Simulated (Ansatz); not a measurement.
SiS3⁻, relaxed as a doublet with UKS PBE-D4/def2-TZVPD in Ansatz, starting from the GFN1-xTB geometry. Force threshold 0.02 eV/Å.

The relaxation made no stability test and no search for a lower SCF solution. The structure comes from a short search, and lower isomers may exist.

Start:

```xyz
4

Si    0.000    0.000    0.000
S    -1.181    1.548   -0.524
S    -0.346   -1.835   -0.762
S     1.527    0.287    1.286
```

```
step  energy (eV)  largest force component (eV/Å)  SCF passes
   1  -40372.1297                           0.374          16
   2  -40372.1391                           0.067          19
   3  -40372.1394                           0.001          20
```

Force components are those of the run's own axes.

End:

```csv
atom,x (Å),y (Å),z (Å)
Si1,0.000,0.000,0.000
S2,-1.191,1.561,-0.528
S3,-0.348,-1.850,-0.768
S4,1.540,0.289,1.296
```

By distances, no bond broke or formed. The bond that changes most is Si1–S2, from 2.02 to 2.03 Å (atoms count from 1).

No frequencies were taken in this run, so the end may be a saddle point.

Hardware: 4 threads of Arm Neoverse N1 on a shared host. Wall time 8.5 s.
